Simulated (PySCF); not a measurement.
Computed IR spectrum (relative IR intensity) of a molecule H6O3Si2. The structure is a stationary point at r2SCAN-D4/def2-SVP. The values are those of a single conformer. Calculation: r2SCAN-D4/def2-SVP run with PySCF. Frequencies are harmonic and unscaled.

Lines under 2 % of the strongest are left out, and lines within 2 cm⁻¹ are merged.

```
ν (cm⁻¹)  relative intensity
--------  ------------------
64                        15
124                      3.4
148                      7.5
187                       56
291                      7.5
309                      6.4
479                       16
508                      3.7
761                      100
767                       59
797                       40
887                      5.2
963                       67
2198                      12
2206                      47
3887                      71
```

### Question
Identify the compound among the candidates.
A) O[Si](O)(O)[SiH3]
B) O[SiH](O)O[SiH3]
C) O[SiH2]O[SiH2]O
D) O[SiH2][SiH](O)O

### Answer
A, O[Si](O)(O)[SiH3]
